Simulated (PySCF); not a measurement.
The numbers are results of PBE-D3(BJ)/def2-TZVP // PBE0-D3(BJ)/def2-TZVP (PySCF), not measurements. Gas-phase values, no solvent. One relaxed conformer stands for a flexible species; it need not be the lowest. Excitations are Tamm–Dancoff values on a coarser integration grid. The basis has no diffuse functions, so Rydberg states are missing or too high.

Reference species (SMILES): `CC#CS` (neutral, multiplicity 1).

| Item | Value |
|---|---|
| S1 excitation (TDA) | 4.51 eV |
| HOMO | -5.35 eV |
| T1 excitation (TDA) | 4.16 eV |

Changed species: `SC1C=C1` (H–S–C–C torsion 152°).

Q: What does the change do to the S1 excitation (TDA), HOMO and T1 excitation (TDA)?

A: the S1 excitation (TDA) falls by 0.49 eV, to 4.02 eV; the HOMO falls by 0.05 eV, to -5.40 eV; the T1 excitation (TDA) falls by 0.32 eV, to 3.84 eV.
